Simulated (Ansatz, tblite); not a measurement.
Cost and result up the ladder for BMe2(CH2SiH3) (C3H11BSi) (16 atoms). Charge 0, multiplicity 1. Geometry: PBE0-D4/def2-SVP.

```tsv
atom	x (Å)	y (Å)	z (Å)
B1	-0.343	-0.568	-0.039
C2	0.393	-1.634	-0.935
H3	-0.016	-1.733	-1.952
H4	0.227	-2.610	-0.438
H5	1.484	-1.501	-0.989
C6	-1.831	-0.172	-0.366
H7	-2.354	0.390	0.423
H8	-2.438	-1.049	-0.649
H9	-1.811	0.468	-1.270
C10	0.426	0.117	1.139
Si11	1.149	1.751	0.525
H12	-0.227	0.384	1.987
H13	1.285	-0.471	1.505
H14	2.078	1.523	-0.626
H15	0.063	2.675	0.070
H16	1.915	2.429	1.616
```

Ansatz on 2 threads of AMD EPYC 7R13 on a shared host; xTB runs through tblite on one thread. Times are rough, summed over both states, and most runs start from the orbitals of an earlier one. No level here is sound enough to serve as a yardstick. The other state is a triplet.

The xTB rows come from tblite. HOMO above LUMO, or a gap near zero within one spin, warns that the state may not be the lowest or that an electron is smeared out.

xTB has no spin-polarisation term.

| level | functions | vertical triplet (eV) | remarks |
| --- | --- | --- | --- |
| r2SCAN-D4/def2-TZVP | 227 | 5.51 | – |
| GFN2-xTB | 36 | 5.08 | – |
| GFN1-xTB | 47 | 5.36 | – |
| PBE-D4/def2-TZVP | 227 | 5.38 | gap within one spin near zero (triplet) |

Task: Estimate how long each takes.

Result: GFN2-xTB 0.015 s; GFN1-xTB 0.019 s; PBE-D4/def2-TZVP 10 s; r2SCAN-D4/def2-TZVP 17 s. On shared hardware such times vary by a factor of up to 3.
